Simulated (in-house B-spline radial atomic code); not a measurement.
Computed with a B-spline radial atomic code. Model: two electrons, singlet ground state, non-relativistic, full CI in B-splines with partial waves to l = 8 (at full coupling up to 3e-4 hartree above the limit, correlation up to 0.6 % small), density held at that of full coupling by Lieb maximisation.

Along the adiabatic connection the electron repulsion is scaled by a coupling λ while a local potential keeps the density fixed. At λ = 0 the system is the Kohn-Sham one and W equals the exchange energy; the exchange-correlation energy is the area under W between 0 and 1. The kinetic energy rises with λ as the electrons avoid each other, with dT/dλ = −λ dW/dλ.

Command:
```bash
python run_ac.py task.json out
```
Settings (lengths in bohr, energies in hartree):
```
potential              dot
strength               0.253
lmax                   8
second                 0.5
```

Time taken, with all properties: 32 s on 1 thread of Intel(R) Xeon(R) Processor @ 2.30GHz, with other jobs on the host.

**W = mean repulsion less Hartree energy, and W of three functionals.**

Given: confinement charge in harmonic well; well frequency 0.253 hartree; nuclear charge 0.5; external potential omega^2 r^2/2 - Z/r.

Computed: PBE exchange minus exact 17.102 millihartree; SCAN exchange minus exact 2.3376 millihartree.

| coupling | W xc (hartree) | W xc minus exchange (millihartree) | kinetic minus Kohn-Sham (millihartree) | LDA (PW92) W minus its exchange (millihartree) | PBE W minus its exchange (millihartree) | SCAN W minus its exchange (millihartree) |
| --- | --- | --- | --- | --- | --- | --- |
| 0 | -0.43591 | 0 | 0 | 0 | 0 | 0 |
| 0.02 | -0.43777 | -1.856 | 0.02 | -9.96 | -2.5 | -1.86 |
| 0.05 | -0.44048 | -4.567 | 0.11 | -19.67 | -6.17 | -4.52 |
| 0.12 | ? | ? | ? | ? | ? | ? |
| 0.25 | -0.45655 | -20.636 | 2.47 | -57.43 | -27.25 | -20 |
| 0.4 | -0.46667 | -30.76 | 5.74 | -75.54 | -39.96 | -29.72 |
| 0.6 | -0.47816 | -42.251 | 11.45 | -93.98 | -54.08 | -40.87 |
| 0.8 | -0.48784 | -51.923 | 18.2 | -108.5 | -65.83 | -50.39 |
| 1 | ? | ? | ? | ? | ? | ? |
| 1.4 | -0.50938 | -73.472 | 41.44 | -139.26 | -92.1 | -72.27 |
| 2 | -0.52397 | -88.06 | 65.98 | -159.73 | -110.35 | -87.64 |
| 3 | -0.54014 | -104.23 | 105.78 | -182.82 | -131.44 | -105.1 |
| 4.5 | -0.55496 | -119.04 | 160.38 | -204.95 | -152.02 | -121.13 |
| 7 | -0.56899 | -133.08 | 239.33 | -227.28 | -173.07 | -135.68 |
| 10 | -0.57865 | -142.74 | 320.17 | -243.7 | -188.66 | -144.82 |

(1) What belongs in the row 0.12?

(2) What belongs in the row 1?

(3) What is the LDA exchange minus exact?

**Energy parts, natural occupations and partial-wave weights.**

Computed: exchange energy -0.43591 hartree; correlation energy -0.034573 hartree; kinetic part of the DFT correlation energy 0.025595 hartree; kinetic part over minus potential part 0.4254; Hartree energy 0.87183 hartree; Kohn-Sham kinetic 0.44835 hartree; Lieb Oxford ratio E_xc over LDA exchange 1.2653.

```csv
natural,occupation of the shell (electrons)
s,1.9418
p,0.048459
s,0.0079175
d,0.0011021
p,?
f,0.0001223
```

(4) What belongs in the row p?

```json
{"wave": "s", "weight": "0.97488"}
{"wave": "p", "weight": "?"}
{"wave": "d", "weight": "0.00058296"}
{"wave": "f", "weight": "6.8601e-05"}
{"wave": "g", "weight": "1.4908e-05"}
```

(5) What belongs in the row p?

(6) What is the total energy?

(7) What is the initial slope twice GL2?

Results:

(1) W xc (hartree): -0.44648; W xc minus exchange (millihartree): -10.569; kinetic minus Kohn-Sham (millihartree): 0.62; LDA (PW92) W minus its exchange (millihartree): -36.04; PBE W minus its exchange (millihartree): -14.2; SCAN W minus its exchange (millihartree): -10.34.

(2) W xc (hartree): -0.49608; W xc minus exchange (millihartree): -60.168; kinetic minus Kohn-Sham (millihartree): 25.6; LDA (PW92) W minus its exchange (millihartree): -120.45; PBE W minus its exchange (millihartree): -75.84; SCAN W minus its exchange (millihartree): -58.65.

(3) 64.09 millihartree.

(4) occupation of the shell (electrons): 0.00040975.

(5) weight: 0.024447.

(6) 0.5351 hartree.

(7) -0.093782 hartree.

Half-way to full coupling W has made 61 % of its drop, against 50 % for a straight line, and second-order (GL2) theory, half the initial slope, overshoots the correlation energy by about 36 %: a marked bend. Over couplings 0 to 1 the errors in E_xc come to about +20 millihartree for LDA, +7.4 millihartree for PBE, +3.4 millihartree for SCAN, so SCAN is nearest. In LDA and PBE the errors of exchange and correlation have opposite signs, so the sum is smaller than the larger of the two.
